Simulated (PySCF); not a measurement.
## Electron correlation in Sc⁺ (scandium, charge +1)

[Ar] 3d2, high-spin 3F determinant (an excited configuration). All numbers are calculated (PySCF 2.14, the non-relativistic Hamiltonian (point nucleus), in def2-QZVPPD (11s6p5d3f2g, 93 functions)). Frozen: [Ar]; 2 electrons correlated.

With two correlated electrons CCSD is exact within the correlated space (frozen core and kept virtual orbitals).

```tsv
level	correlation energy (mhartree)
CCSD	-7.99
```

Diagnostics: T1 = 0.0067, D1 = 0.0094, largest double amplitude 0.034.

Question: Is a single reference adequate?

Answer: Yes: T1 lies below 0.03 and no double amplitude reaches 0.07.
